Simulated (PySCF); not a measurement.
**AsHF: breathing scan**

Level of theory: UPBE0/[As def2-TZVP, H def2-TZVP, F def2-TZVP], no relativity, density fitting, PySCF.

Rigid scan from the doublet minimum (As–F 1.747 Å, As–H 1.536 Å; F–As–H 94.2°). Coordinate: all bonds to the central atom scaled together. Energies in kJ/mol from the minimum.

(1) Predict the curve at 0.88, 0.92, 0.96, 1.00, 1.04, 1.08, 1.14, 1.22, 1.35.

Answers

(1) 
```tsv
scale of all bonds to the centre	E (kJ/mol)	dipole size (D)	⟨S²⟩
0.88	124.3	0.78	0.75
0.92	48.5	1.08	0.75
0.96	10.7	1.42	0.75
1.00	0.0	1.79	0.75
1.04	8.5	2.16	0.75
1.08	30.5	2.52	0.75
1.14	80.2	3.05	0.76
1.22	163.4	3.71	0.76
1.35	310.8	4.61	0.78
```
